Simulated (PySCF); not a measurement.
PySCF 2.14 output of an unrestricted r2SCAN calculation on a single atom or ion in def2-QZVPPD with the def2 core potential (28 electrons) (8s7p5d4f1g, 91 functions), with scalar relativity through the core potential:

```
SCF conv_tol = 1e-09
number electrons alpha = 13  beta = 12
    J. W. Furness, A. D. Kaplan, J. Ning, J. P. Perdew, and J. Sun.,  J. Phys. Chem. Lett. 11, 8208-8215 (2020)
    J. W. Furness, A. D. Kaplan, J. Ning, J. P. Perdew, and J. Sun.,  J. Phys. Chem. Lett. 11, 9248-9248 (2020)
    J. W. Furness, A. D. Kaplan, J. Ning, J. P. Perdew, and J. Sun.,  J. Phys. Chem. Lett. 11, 8208-8215 (2020)
    J. W. Furness, A. D. Kaplan, J. Ning, J. P. Perdew, and J. Sun.,  J. Phys. Chem. Lett. 11, 9248-9248 (2020)
cycle= 1 E= -268.163870774737  delta_E= -0.00902  |g|= 0.0237  |ddm|= 0.224
cycle= 2 E= -268.163962840519  delta_E= -9.21e-05  |g|= 0.0259  |ddm|= 0.0784
cycle= 3 E= -268.164421293731  delta_E= -0.000458  |g|= 0.00507  |ddm|= 0.0375
cycle= 4 E= -268.164428796917  delta_E= -7.5e-06  |g|= 0.00101  |ddm|= 0.00507
cycle= 5 E= -268.164430546842  delta_E= -1.75e-06  |g|= 0.000223  |ddm|= 0.00309
cycle= 6 E= -268.164430661602  delta_E= -1.15e-07  |g|= 5.41e-05  |ddm|= 0.000866
cycle= 7 E= -268.164430671742  delta_E= -1.01e-08  |g|= 8.05e-06  |ddm|= 0.000321
cycle= 8 E= -268.164430671985  delta_E= -2.44e-10  |g|= 8.44e-07  |ddm|= 5.78e-05
converged SCF energy = -268.164430671985  <S^2> = 0.75708113  2S+1 = 2.0070686
```

The run itself started from symmetry-adapted Hartree-Fock orbitals and held the occupation by maximum overlap, on a logarithmic radial grid, so the iterations belong to that start.

Question: Which element, charge and spin multiplicity is this?

Answer: Te⁻ (tellurium, charge -1), multiplicity 2; the state was [Kr] 4d10 5s2 5p5, 2P determinant.

Energies and moments cover only the electrons outside the core potential. At r2SCAN the highest occupied level has a positive energy, so only the finite basis holds that electron; in a semilocal or global hybrid functional this comes from self-interaction and does not mean that the real anion is unbound.
